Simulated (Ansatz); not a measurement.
**Worked example: H2O2 + C2H8O2Si2 → SiH3(OH) + C2H6O3Si**

Gas-phase species: H2O2 (hydrogen peroxide) `OO`, singlet; C2H8O2Si2 `C=C[Si](O)(O)[SiH3]`, singlet; SiH3(OH) (silanol), singlet; C2H6O3Si `C=C[Si](O)(O)O`, singlet. The partners trade OH for SiH3: O–OH and Si–SiH3 bonds give way to O–SiH3 and Si–OH.

Shapes, held fixed at every level: PBE0-D4/def2-TZVP. Flexible molecules stand in one conformer, not always the lowest. Programs: Ansatz 0.2.0. Electronic energies: no zero-point or thermal term.

At CCSD(T)/CBS estimate; 1 Eh = 2625.50 kJ/mol:

```
  species  energy (Eh)
     H2O2  -151.442605
C2H8O2Si2  -809.508460
 SiH3(OH)  -366.690417
 C2H6O3Si  -594.472863
```

Task: Work out ΔE of the reaction at this level.

Result: 
1. Products less reactants: (-366.690417) + (-594.472863) − [(-151.442605) + (-809.508460)] = -0.212215 Eh = -557.2 kJ/mol.

Other levels give -579.0 (MP2/def2-TZVPP) to -522.9 kJ/mol (PBE0-D4/def2-TZVPP). No measured value is set beside it here. The CBS estimate extrapolates MP2 from def2-TZVPP and def2-QZVPP and adds CCSD(T) − MP2 in the triple-zeta set, cores frozen.
